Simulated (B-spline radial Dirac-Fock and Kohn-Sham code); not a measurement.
## Elastic electron scattering at 3 keV, Mo to Gd

Method: relativistic (Dirac) partial waves in the static field of the Dirac-Fock atom with Furness-McCarthy exchange, without polarisation or absorption potentials. Computed with a radial B-spline solver. σ_tr1 and σ_tr2 weight the cross section with 1 − P₁ and 1 − P₂ of cos θ; "backward" is the share scattered beyond 90°.

```
 Z  element  σ (a₀²)  σ_tr1 (a₀²)  σ_tr2 (a₀²)  backward (%)  dσ/dΩ at 90° (a₀²/sr)
42       Mo     5.02        0.405        0.595           2.7                 0.0207
43       Tc     5.29        0.418        0.609           2.7                 0.0209
43       Tc     5.29        0.418        0.609           2.7                 0.0209
44       Ru     4.83        0.430        0.618           3.1                 0.0210
45       Rh     4.73        0.442        0.629           3.2                 0.0212
46       Pd     4.28        0.453        0.638           3.7                 0.0213
47       Ag     4.51        0.465        0.649           3.6                 0.0215
48       Cd     4.72        0.478        0.661           3.5                 0.0217
49       In     5.12        0.490        0.673           3.4                 0.0219
50       Sn     5.39        0.503        0.686           3.3                 0.0221
51       Sb     5.58        0.516        0.699           3.2                 0.0223
52       Te     5.71        0.529        0.711           3.2                 0.0226
53        I     5.79        0.541        0.724           3.3                 0.0230
54       Xe     5.84        0.554        0.737           3.3                 0.0234
55       Cs     7.00        0.568        0.752           2.8                 0.0239
56       Ba     7.89        0.581        0.768           2.6                 0.0244
57       La     8.07        0.595        0.783           2.6                 0.0250
58       Ce     7.87        0.607        0.791           2.7                 0.0257
59       Pr     7.37        0.616        0.791           2.9                 0.0264
60       Nd     7.19        0.627        0.796           3.1                 0.0272
60       Nd     7.19        0.627        0.796           3.1                 0.0272
61       Pm     7.02        0.638        0.801           3.2                 0.0281
62       Sm     6.85        0.648        0.805           3.4                 0.0290
63       Eu     6.69        0.658        0.807           3.5                 0.0300
64       Gd     6.82        0.670        0.816           3.5                 0.0310
```
